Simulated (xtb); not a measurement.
A run for xtb: GFN2-xTB on CH6BN (SMILES BNC), a point of a bond scan (R = 1.074 Å).

```
$ xtb mol.xyz --gfn 2 --sp --chrg 0 --uhf 0
9

B     -0.17377685     0.16935935     1.35984899
H     -0.95934117     0.48092741     2.02227502
H      0.90496525    -0.15002550     1.76046960
N     -0.42136335     0.13750334    -0.00246435
C      0.50465876    -0.25211116    -1.05318898
H     -1.33200836     0.40682345    -0.34423305
H      0.67789059     0.56736518    -1.75577805
H      0.12956168    -1.11043727    -1.61689155
H      1.45669201    -0.52592512    -0.60230554
```

Program output:

```
[...]
           -------------------------------------------------
          |                Calculation Setup                |
           -------------------------------------------------



           -------------------------------------------------
          |                 G F N 2 - x T B                 |
           -------------------------------------------------

        Reference                      10.1021/acs.jctc.8b01176
      * Hamiltonian:
        H0-scaling (s, p, d)           1.850000    2.230000    2.230000
        zeta-weighting                 0.500000
      * Dispersion:
        s8                             2.700000
        a1                             0.520000
        a2                             5.000000
        s9                             5.000000
      * Repulsion:
        kExp                           1.500000    1.000000
        rExp                           1.000000
      * Coulomb:
        alpha                          2.000000
        third order                    shell-resolved
        anisotropic                    true
        a3                             3.000000
        a5                             4.000000
        cn-shift                       1.200000
        cn-exp                         4.000000
        max-rad                        5.000000


          ...................................................
          :                      SETUP                      :
          :.................................................:
          :  # basis functions                  18          :
          :  # atomic orbitals                  18          :
          :  # shells                           12          :
          :  # electrons                        18          :
          :  max. iterations                   250          :
          :  Hamiltonian                  GFN2-xTB          :
          :  restarted?                      false          :
          :  GBSA solvation                  false          :
          :  PC potential                    false          :
          :  electronic temp.          300.0000000     K    :
          :  accuracy                    1.0000000          :
          :  -> integral cutoff          0.2500000E+02      :
          :  -> integral neglect         0.1000000E-07      :
          :  -> SCF convergence          0.1000000E-05 Eh   :
          :  -> wf. convergence          0.1000000E-03 e    :
          :  Broyden damping             0.4000000          :
          :  net charge                          0          :
          :  unpaired electrons                  0          :
          ...................................................

 iter      E             dE          RMSdq      gap      omega  full diag
   1     -9.4163076 -0.941631E+01  0.776E+00    6.20       0.0  T
   2     -9.4981540 -0.818463E-01  0.503E+00    5.41       1.0  T
   3     -9.5025165 -0.436251E-02  0.226E+00    6.02       1.0  T
   4     -9.5083853 -0.586877E-02  0.797E-01    5.75       1.0  T
   5     -9.5104569 -0.207161E-02  0.310E-01    6.04       1.0  T
   6     -9.5108578 -0.400906E-03  0.102E-01    5.91       1.0  T
   7     -9.5109268 -0.690042E-04  0.193E-02    5.94       1.7  T
   8     -9.5109270 -0.268149E-06  0.151E-02    5.92       2.2  T
   9     -9.5109294 -0.236892E-05  0.263E-03    5.93      12.7  T
  10     -9.5109295 -0.494010E-07  0.105E-03    5.93      31.7  T
  11     -9.5109295 -0.126539E-07  0.820E-05    5.93     406.4  T
  12     -9.5109295 -0.359535E-11  0.599E-05    5.93     556.0  T

   *** convergence criteria satisfied after 12 iterations ***

         #    Occupation            Energy/Eh            Energy/eV
      -------------------------------------------------------------
         1        2.0000           -0.6266243             -17.0513
       ...           ...                  ...                  ...
         3        2.0000           -0.5298759             -14.4187
         4        2.0000           -0.5079142             -13.8210
         5        2.0000           -0.5031834             -13.6923
         6        2.0000           -0.4625165             -12.5857
         7        2.0000           -0.4326993             -11.7743
         8        2.0000           -0.3988173             -10.8524
         9        2.0000           -0.3910900             -10.6421 (HOMO)
        10                         -0.1732153              -4.7134 (LUMO)
        11                          0.0470944               1.2815
        12                          0.1302222               3.5435
        13                          0.1665406               4.5318
        14                          0.2055094               5.5922
       ...                                ...                  ...
        18                          0.6511197              17.7179
      -------------------------------------------------------------
                  HL-Gap            0.2178747 Eh            5.9287 eV
             Fermi-level           -0.2821527 Eh           -7.6778 eV

 SCC (total)                   0 d,  0 h,  0 min,  0.003 sec
 SCC setup                      ...        0 min,  0.000 sec (  2.324%)
 Dispersion                     ...        0 min,  0.000 sec (  1.302%)
 classical contributions        ...        0 min,  0.000 sec (  0.508%)
 integral evaluation            ...        0 min,  0.000 sec ( 12.651%)
 iterations                     ...        0 min,  0.002 sec ( 52.406%)
 molecular gradient             ...        0 min,  0.001 sec ( 27.512%)
 printout                       ...        0 min,  0.000 sec (  3.056%)

         :::::::::::::::::::::::::::::::::::::::::::::::::::::
         ::                     SUMMARY                     ::
         :::::::::::::::::::::::::::::::::::::::::::::::::::::
         :: total energy              -9.372905782154 Eh    ::
         :: gradient norm              0.094275766509 Eh/a0 ::
         :: HOMO-LUMO gap              5.928672379258 eV    ::
         ::.................................................::
         :: SCC energy                -9.510928911847 Eh    ::
         :: -> isotropic ES            0.028248123000 Eh    ::
         :: -> anisotropic ES          0.006540960083 Eh    ::
         :: -> anisotropic XC          0.005404681367 Eh    ::
         :: -> dispersion             -0.003140014251 Eh    ::
         :: repulsion energy           0.138023129692 Eh    ::
         :: add. restraining           0.000000000000 Eh    ::
         :: total charge              -0.000000000000 e     ::
         :::::::::::::::::::::::::::::::::::::::::::::::::::::

           -------------------------------------------------
          |                Property Printout                |
           -------------------------------------------------

    * Orbital Energies and Occupations

         #    Occupation            Energy/Eh            Energy/eV
      -------------------------------------------------------------
         1        2.0000           -0.6266243             -17.0513
         2        2.0000           -0.5780391             -15.7292
         3        2.0000           -0.5298759             -14.4187
         4        2.0000           -0.5079142             -13.8210
         5        2.0000           -0.5031834             -13.6923
         6        2.0000           -0.4625165             -12.5857
         7        2.0000           -0.4326993             -11.7743
         8        2.0000           -0.3988173             -10.8524
         9        2.0000           -0.3910900             -10.6421 (HOMO)
        10                         -0.1732153              -4.7134 (LUMO)
        11                          0.0470944               1.2815
        12                          0.1302222               3.5435
Note: The following floating-point exceptions are signalling: IEEE_UNDERFLOW_FLAG IEEE_DENORMAL
normal termination of xtb
        13                          0.1665406               4.5318
        14                          0.2055094               5.5922
        15                          0.2179882               5.9318
        16                          0.3698239              10.0634
        17                          0.4783533              13.0167
        18                          0.6511197              17.7179
      -------------------------------------------------------------
                  HL-Gap            0.2178747 Eh            5.9287 eV
             Fermi-level           -0.2821527 Eh           -7.6778 eV

     #   Z          covCN         q      C6AA      α(0)
     1   5 B        2.728     0.215    18.161     7.139
     2   1 H        0.955    -0.101     5.583     3.693
     3   1 H        0.929    -0.127     6.592     4.015
     4   7 N        2.608    -0.224    25.904     7.559
     5   6 C        3.683    -0.038    21.466     6.634
     6   1 H        0.860     0.147     1.422     1.868
     7   1 H        0.924     0.036     2.502     2.474
     8   1 H        0.924     0.036     2.502     2.474
     9   1 H        0.925     0.056     2.250     2.346

 Mol. C6AA /au·bohr⁶  :        611.035338
 Mol. C8AA /au·bohr⁸  :      12759.580963
 Mol. α(0) /au        :         38.202289


Wiberg/Mayer (AO) data.
largest (>0.10) Wiberg bond orders for each atom

 ---------------------------------------------------------------------------
     #   Z sym  total        # sym  WBO       # sym  WBO       # sym  WBO
 ---------------------------------------------------------------------------
     1   5 B    3.430 --     4 N    1.450     2 H    0.974     3 H    0.966
     2   1 H    0.990 --     1 B    0.974
     3   1 H    0.984 --     1 B    0.966
     4   7 N    3.442 --     1 B    1.450     5 C    1.023     6 H    0.956
     5   6 C    3.982 --     4 N    1.023     9 H    0.984     8 H    0.979
                             7 H    0.979
     6   1 H    0.978 --     4 N    0.956
     7   1 H    0.999 --     5 C    0.979
     8   1 H    0.999 --     5 C    0.979
     9   1 H    0.997 --     5 C    0.984
 ---------------------------------------------------------------------------

Topologies differ in total number of bonds
Writing topology from bond orders to xtbtopo.mol

molecular dipole:
                 x           y           z       tot (Debye)
 q only:       -0.124      -0.006      -0.567
   full:       -0.218       0.008      -0.768       2.030
molecular quadrupole (traceless):
                xx          xy          yy          xz          yz          zz
 q only:        0.805      -0.205       0.337      -0.368       0.003      -1.142
  q+dip:        1.946      -0.673      -0.037       0.472      -0.293      -1.909
   full:        1.307      -0.152       0.823       0.171      -0.298      -2.130


           -------------------------------------------------
          | TOTAL ENERGY               -9.372905782154 Eh   |
          | GRADIENT NORM               0.094275766509 Eh/α |
          | HOMO-LUMO GAP               5.928672379258 eV   |
           -------------------------------------------------

------------------------------------------------------------------------
------------------------------------------------------------------------
 total:
 SCF:
```

The run finished.

Cost: about 0.03 core-seconds (a rough figure).
